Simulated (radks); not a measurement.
Results of a calculation; reference values are marked as such.
Ionisation of the praseodymium ion Pr3+, [Xe] 4f2, to [Xe] 4f1 as the strength of local exchange is varied. Code: a radial shooting solver on a logarithmic mesh with Libxc functionals. Model: scalar-relativistic Kohn-Sham, Slater X-alpha exchange (alpha = 2/3 is LDA exchange), no correlation, spin-polarised, spherical densities, finite nucleus; open shells are filled with parallel spins first (spin-orbit coupling, left out, can overturn this in heavy ions); Fermi nuclear charge, rms radius 4.8919 fm.

alpha  E(Pr3+) (hartree)  exchange (hartree)  IE (eV)  -e of the level emptied (eV)  <r> of it (bohr)
0.667         -9223.2314           -202.4896   38.102                   29.050 (4f)             1.011
0.699         -9232.9822           -212.4173   39.133                   30.004 (4f)             1.001
0.743         -9246.4057           -226.0995   40.570                   31.337 (4f)            0.9877
0.773         -9255.5687           -235.4492   41.562                   32.260 (4f)            0.9792
0.83          -9273.0020           -253.2603   43.473                   34.045 (4f)            0.9637
0.832         -9273.6143           -253.8864   43.541                   34.109 (4f)            0.9632
0.987         -9321.1803           -302.6348   48.918                   39.163 (4f)            0.9258
1.031         -9334.7245           -316.5553   50.489                   40.648 (4f)            0.9162

NIST Atomic Spectra Database: 38.98 eV (semi-empirical). The Delta-SCF value meets it near alpha = 0.69. Open shells are spherical and high-spin; term and fine-structure splittings are not resolved. Spin-orbit splitting is averaged out at the scalar-relativistic level.
